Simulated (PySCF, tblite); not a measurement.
Isomers of C2H11Si4 (doublet state). Calculated harmonic vibrations of the isolated species, GFN2-xTB (tblite), most abundant isotopes, no scaling. Errors from tens to a few hundred cm⁻¹ against measured bands are possible. Modes of hydrogen on silicon can be 10 to 20 % off. One conformer each. Open shells enter through the occupations alone, without spin polarisation, and single modes of such species can be off by tens of per cent.

Electronic energies: B3LYP/pcH-1 single points on the GFN2-xTB geometries (PySCF, gas phase).

```
                       SMILES  electronic energy, lowest = 0 (kJ/mol)
   C=C[SiH2][SiH][SiH2][SiH3]                                     0.0
C=[C][SiH2][SiH2][SiH2][SiH3]                                    74.4
  C=C[SiH2][SiH2][SiH2][SiH2]                                    12.9
```

How do GFN2-xTB zero-point energies change the relative energies?

```csv
SMILES,ZPE (kJ/mol),of it from modes above 1550 cm⁻¹,electronic (kJ/mol),"with ZPE, lowest = 0 (kJ/mol)",lowest mode (cm⁻¹),rings
C=C[SiH2][SiH][SiH2][SiH3],274.6,168.1,0.0,0.0,13i,0
C=C[SiH2][SiH2][SiH2][SiH2],274.0,167.5,12.9,12.4,15,0
C=[C][SiH2][SiH2][SiH2][SiH3],261.9,163.3,74.4,61.7,18i,0
```

The zero-point energies span 12.7 kJ/mol, from `C=[C][SiH2][SiH2][SiH2][SiH3]` to `C=C[SiH2][SiH][SiH2][SiH3]`. Slightly imaginary modes are left out of the zero-point energy: `C=C[SiH2][SiH][SiH2][SiH3]` 12.6i, 5.3i cm⁻¹ and `C=[C][SiH2][SiH2][SiH2][SiH3]` 18.1i cm⁻¹. The order is unchanged.

And how do the electronic energies of GFN2-xTB itself compare?

`C=C[SiH2][SiH][SiH2][SiH3]` 0.0; `C=C[SiH2][SiH2][SiH2][SiH2]` 19.4; `C=[C][SiH2][SiH2][SiH2][SiH3]` 87.3 kJ/mol, lowest = 0. Against the energies above, taken from the same isomer `C=C[SiH2][SiH][SiH2][SiH3]`, the largest difference is 12.9 kJ/mol.
